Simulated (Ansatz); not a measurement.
Computed with Ansatz on PBE0-D4/def2-TZVP structures; ΔE is electronic, products minus reactants. CCSD(T)/CBS is the MP2 limit (def2-TZVPP, def2-QZVPP) plus CCSD(T) − MP2 in def2-TZVPP, frozen cores. This one scheme is used for every species. DFT in def2-TZVPP. B3LYP here is the variant with VWN-RPA as its local correlation; programs differ in this. Elements past krypton have def2 core potentials. For Br, In outer-core shells are correlated without core-valence functions, which leaves a few kJ/mol of doubt a bond. Scalar relativity is left out up to krypton. Each species was taken in one conformer, which may not be the lowest.

Reaction (ligand exchange at the In–Br bond): `[CH3][InH][Br]` + PH₃ → `[CH3][InH][PH2]` + HBr

```tsv
level	ΔE (eV)
BHLYP-D4	1.13
PBE	0.95
revPBE	0.97
B3LYP	1.07
RPA@PBE/def2-TZVPP	0.99
HF/def2-TZVPP	1.29
MP2/def2-QZVPP	1.03
SCS-MP2/def2-QZVPP	1.07
```

Task: What does CCSD(T)/CBS give? (Best estimate.)

Result: The calculation gave: +1.04 eV. The listed levels differ from it by 0.09, -0.09, -0.07, 0.03, -0.05, 0.25, -0.01, 0.03 eV.

Task: What do rigid-rotor, harmonic-oscillator terms from PBE0-D4/def2-TZVP frequencies (298.15 K, 1 bar) make of the CCSD(T)/CBS value? (Best estimate.)

Result: Ansatz gave: ΔZPE = -0.05 eV, ΔH = +1.00 eV, ΔS = 4 J/(mol·K), ΔG = +0.99 eV. Modes under 50 cm⁻¹ make the entropy rough.

Largest T1 diagnostic among the species: 0.013.

From PBE to PBE0 (25 % exact exchange), in def2-TZVPP and without D4, ΔE moves by +0.05 eV. In def2-TZVPP, CCSD(T) changes the Hartree–Fock value by −0.29 eV (the triples alone add −0.03 eV) and MP2 by −0.28 eV.
